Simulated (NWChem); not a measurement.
System: HS2, doublet; SMILES [S]S

Here is an NWChem input.

```
start job
memory heap 200 mb stack 900 mb global 1100 mb
geometry units angstroms noautoz
  S      0.029869    -1.052074     0.000000
  S      0.067440     0.943595     0.000000
  H     -1.275563     1.274027     0.000000
end
basis spherical
  S library def2-tzvpp
  H library def2-tzvpp
end
dft
  odft
  mult 2
  xc xcamb88 1.00 lyp 0.81 vwn_5 0.19 hfexch 1.00
  cam 0.33 cam_alpha 0.19 cam_beta 0.46
  iterations 150
  mulliken
end
task dft gradient
```

Output (shortened):

```
             Northwest Computational Chemistry Package (NWChem) 7.3.0
             --------------------------------------------------------

 CS  symmetry detected

                             Geometry "geometry" -> ""
                             -------------------------

 Output coordinates in angstroms (scale by  1.889725989 to convert to a.u.)

  No.       Tag          Charge          X              Y              Z
 ---- ---------------- ---------- -------------- -------------- --------------
    1 S                   16.0000     0.01242945    -1.03822997     0.00000000
    2 S                   16.0000     0.06713209     0.95704293     0.00000000
    3 H                    1.0000    -1.27298463     1.29899257     0.00000000

 Effective nuclear repulsion energy (a.u.)      77.1657116534

      Symmetry information
      --------------------

 Group name             Cs
 Group number              2
 Group order               2
 No. of unique centers     3

                                 NWChem DFT Module
                                 -----------------

 Summary of "ao basis" -> "ao basis" (spherical)
 ------------------------------------------------------------------------------
       Tag                 Description            Shells   Functions and Types
 ---------------- ------------------------------  ------  ---------------------
 S                         def2-tzvpp               14       42   5s5p3d1f
 H                         def2-tzvpp                6       14   3s2p1d

      Symmetry analysis of basis
      --------------------------

        a'         66
        a"         32

            General Information
            -------------------
          SCF calculation type: DFT
          Wavefunction type:  spin polarized.
          No. of atoms     :     3
          No. of electrons :    33
           Alpha electrons :    17
            Beta electrons :    16
          Charge           :     0
          Spin multiplicity:     2
          Use of symmetry is: on ; symmetry adaption is: on
          Maximum number of iterations: 150
          AO basis - number of functions:    98
                     number of shells:    34
          Convergence on energy requested:  1.00D-06
          Convergence on density requested:  1.00D-05
          Convergence on gradient requested:  5.00D-04

              XC Information
              --------------
                     Hartree-Fock (Exact) Exchange  1.000
                   CAM-Becke88 Exchange Functional  1.000
                      VWN V Correlation Functional  0.190 local
              Lee-Yang-Parr Correlation Functional  0.810

           Range-Separation Parameters
           ---------------------------
           Alpha           :  0.19
           Beta            :  0.46
           Gamma           :  0.33
           Short-Range HF  :     F

             Grid Information
             ----------------
          Grid used for XC integration:  medium
          Radial quadrature: Mura-Knowles
          Angular quadrature: Lebedev.
          Tag              B.-S. Rad. Rad. Pts. Rad. Cut. Ang. Pts.
          ---              ---------- --------- --------- ---------
          S                   1.00       88           9.0       590
          H                   0.35       45           9.0       434
          Grid pruning is: on
          Number of quadrature shells:   221
          Spatial weights used:  Erf1

      Superposition of Atomic Density Guess
      -------------------------------------

 Sum of atomic energies:        -795.45881187

      Non-variational initial energy
      ------------------------------

 Total energy =    -795.702172
 1-e energy   =   -1253.078050
 2-e energy   =     380.210166
 HOMO         =      -0.208044
 LUMO         =       0.021787

   Symmetry analysis of molecular orbitals - initial alpha
   -------------------------------------------------------

  Numbering of irreducible representations:

     1 a'          2 a"

  Orbital symmetries:

     1 a'          2 a'          3 a'          4 a'          5 a'
     6 a'          7 a"          8 a'          9 a'         10 a"
    11 a'         12 a'         13 a'         14 a'         15 a"
    16 a'         17 a"         18 a'         19 a'         20 a'
    21 a'         22 a'         23 a"         24 a'         25 a'
    26 a"         27 a'

   Symmetry analysis of molecular orbitals - initial beta
   ------------------------------------------------------

  Numbering of irreducible representations:

     1 a'          2 a"

  Orbital symmetries:

     1 a'          2 a'          3 a'          4 a'          5 a'
     6 a'          7 a"          8 a'          9 a'         10 a"
    11 a'         12 a'         13 a'         14 a'         15 a"
    16 a'         17 a"         18 a'         19 a'         20 a'
    21 a'         22 a'         23 a"         24 a'         25 a'
    26 a"         27 a'

     ---------------------------------------------
      Total Density - Mulliken Population Analysis
     ---------------------------------------------

    Atom       Charge   Shell Charges
 -----------   ------   -------------------------------------------------------
    1 S   16    16.39   2.01  0.49  1.48  1.11  0.83  4.18  1.69  0.87  2.33  1.34  0.00  0.01  0.05  0.01
    2 S   16    15.80   2.01  0.49  1.48  1.07  0.76  4.17  1.70  0.81  2.13  1.07  0.00  0.03  0.08  0.01
    3 H    1     0.82   0.19  0.44  0.15  0.01  0.03  0.00

     --------------------------------------------
      Spin Density - Mulliken Population Analysis
     --------------------------------------------

    Atom       Charge   Shell Charges
 -----------   ------   -------------------------------------------------------
    1 S   16     0.54   0.00  0.00  0.00  0.00  0.00  0.01 -0.01  0.09  0.27  0.17  0.00  0.00  0.00  0.00
    2 S   16     0.46   0.00  0.00  0.00  0.00  0.00  0.01 -0.01  0.08  0.23  0.14  0.00  0.00  0.01  0.00
    3 H    1     0.00   0.00  0.00  0.00  0.00  0.00  0.00

   convergence    iter        energy       DeltaE   RMS-Dens  Diis-err
 ---------------- ----- ----------------- --------- --------- ---------
 d= 0,ls=0.0,diis     1   -796.9586355134 -8.74D+02  2.73D-03  2.34D-01
                                                     2.88D-03  2.32D-01
 d= 0,ls=0.0,diis     2   -796.9781708186 -1.95D-02  2.27D-03  5.84D-02
                                                     2.33D-03  5.32D-02
 d= 0,ls=0.0,diis     3   -796.9946989516 -1.65D-02  8.92D-04  2.50D-02
                                                     1.07D-03  2.65D-02
 d= 0,ls=0.0,diis     4   -797.0081489101 -1.34D-02  1.58D-04  6.22D-04
                                                     1.30D-04  4.87D-04
 d= 0,ls=0.0,diis     5   -797.0084537141 -3.05D-04  6.36D-05  3.12D-05
                                                     1.28D-04  4.16D-05
  Resetting Diis
 d= 0,ls=0.0,diis     6   -797.0085616698 -1.08D-04  5.49D-05  1.96D-05
                                                     7.41D-05  1.26D-05
 d= 0,ls=0.0,diis     7   -797.0085988079 -3.71D-05  2.17D-05  2.99D-06
                                                     2.62D-05  2.74D-06
 d= 0,ls=0.0,diis     8   -797.0086054125 -6.60D-06  6.10D-06  7.86D-07
                                                     1.58D-05  1.55D-06
 d= 0,ls=0.0,diis     9   -797.0086077195 -2.31D-06  1.99D-05  8.57D-07
                                                     2.61D-05  5.82D-07
 d= 0,ls=0.0,diis    10   -797.0086099363 -2.22D-06  1.99D-06  7.66D-08
                                                     5.83D-06  1.26D-07
 d= 0,ls=0.0,diis    11   -797.0086100544 -1.18D-07  5.63D-07  3.04D-09
                                                     6.05D-07  2.25D-09

         Total DFT energy =     -797.008610054395
      One electron energy =    -1253.997225554670
           Coulomb energy =      431.555820064885
    Exchange-Corr. energy =      -51.732916218036
 Nuclear repulsion energy =       77.165711653426

 Numeric. integr. density =       32.999996515826

                  Occupations of the irreducible representations
                  ----------------------------------------------

                     irrep           alpha         beta
                     --------     --------     --------
                     a'               13.0         13.0
                     a"                4.0          3.0

                    DFT Final Alpha Molecular Orbital Analysis
                    ------------------------------------------

 Vector   15  Occ=1.000000D+00  E=-4.298071D-01  Symmetry=a"
              MO Center=  2.4D-02,  4.4D-02,  5.6D-14, r^2= 2.1D+00
   Bfn.  Coefficient  Atom+Function         Bfn.  Coefficient  Atom+Function
  ----- ------------  ---------------      ----- ------------  ---------------
    59      0.383514  2 S  pz                17      0.357034  1 S  pz
    62      0.212178  2 S  pz                20      0.185305  1 S  pz
    56      0.179120  2 S  pz                14      0.162944  1 S  pz
    50     -0.146581  2 S  pz                 8     -0.134671  1 S  pz
    53     -0.066215  2 S  pz                11     -0.061255  1 S  pz

[...]

                         DFT ENERGY GRADIENTS

    atom               coordinates                        gradient
                 x          y          z           x          y          z
   1 S       0.023488  -1.961970   0.000000    0.001008  -0.014726   0.000000
   2 S       0.126861   1.808549   0.000000    0.013470   0.008926   0.000000
   3 H      -2.405592   2.454740   0.000000   -0.014478   0.005800   0.000000
```

Level: CAM-B3LYP/def2-TZVPP, spin-unrestricted. In the optimisation the excess spin sits in a" (Cs, its own frame). Geometry: optimised at PBE-D3(BJ)/def2-SVP, spin-unrestricted. No stability test was run on the SCF state.
